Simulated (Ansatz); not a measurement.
Reaction (redistribution): `[CH3][SbH][CH2]O` + `CC(=O)O[SiH3]` → `[CH3][SbH][C](C)=O` + `OCO[SiH3]`

Computed with Ansatz on PBE0-D4/def2-TZVP structures; ΔE is electronic, products minus reactants. CBS: MP2 limit from def2 TZ/QZ plus the TZ coupled-cluster correction, frozen cores. Functionals use def2-TZVPP. Elements past krypton have def2 core potentials. For Sb outer-core shells are correlated without core-valence functions, which leaves a few kJ/mol of doubt a bond. Each species was taken in one conformer, which may not be the lowest.

`[CH3][SbH][CH2]O`:

```xyz
11

C    -1.368    0.769   -0.450
Sb   -0.875   -1.036    0.637
C     1.279   -0.722    0.349
O     1.607   -0.707   -1.021
H    -0.719    1.594   -0.156
H    -1.270    0.577   -1.520
H    -2.404    1.041   -0.248
H    -0.896   -0.251    2.164
H     1.582    0.199    0.859
H     1.817   -1.557    0.797
H     1.247    0.093   -1.412
```

`CC(=O)O[SiH3]`:

Z-matrix (Å, degrees):
```
C
C 1 1.494
H 1 1.092 2 109.5
H 1 1.092 2 109.6 3 -117.3
H 1 1.087 2 110.0 3 121.3
O 2 1.204 1 125.6 3 -120.8
O 2 1.342 1 113.0 3 59.2
Si 7 1.694 2 116.2 1 -180.0
H 8 1.481 7 102.6 2 -179.9
H 8 1.479 7 110.7 2 62.3
H 8 1.479 7 110.7 2 -62.2
```

`[CH3][SbH][C](C)=O`:

```xyz
12

C     1.873    1.341    0.414
Sb    1.273   -0.707    0.161
C    -0.901   -0.170    0.217
C    -1.864   -1.230   -0.231
O    -1.248    0.903    0.620
H     0.966    1.947    0.431
H     2.405    1.447    1.358
H     2.521    1.646   -0.406
H     1.232   -0.658   -1.550
H    -2.887   -0.852   -0.222
H    -1.778   -2.091    0.439
H    -1.593   -1.576   -1.232
```

`OCO[SiH3]`:

Cartesian coordinates in Å:
```
O 0.238 2.156 0.790
C 0.575 0.878 0.389
O -0.570 0.188 -0.042
Si -0.549 -1.316 -0.709
H -0.378 2.089 1.526
H 1.049 0.309 1.204
H 1.288 0.996 -0.434
H -1.954 -1.651 -1.028
H 0.286 -1.335 -1.942
H 0.014 -2.312 0.246
```

(1) Is it downhill or uphill in electronic energy at CCSD(T)/CBS, and by how much? (An estimate is asked.)

(2) What do these levels give: PBE-D4, PBE0-D4, ωB97M-V, MP2/def2-TZVPP, SCS-MP2/def2-TZVPP, HF/CBS(def2)? (Best estimate.)

Largest T1 diagnostic among the species: 0.015.

Results:

(1) The calculation gave: Uphill: ΔE = +60.0 kJ/mol.

(2) Computed: PBE-D4 57.0, PBE0-D4 61.3, ωB97M-V 63.9, MP2/def2-TZVPP 62.2, SCS-MP2/def2-TZVPP 60.2, HF/CBS(def2) 62.4 kJ/mol.

From PBE to PBE0 (25 % exact exchange), in def2-TZVPP and without D4, ΔE moves by +4.5 kJ/mol.
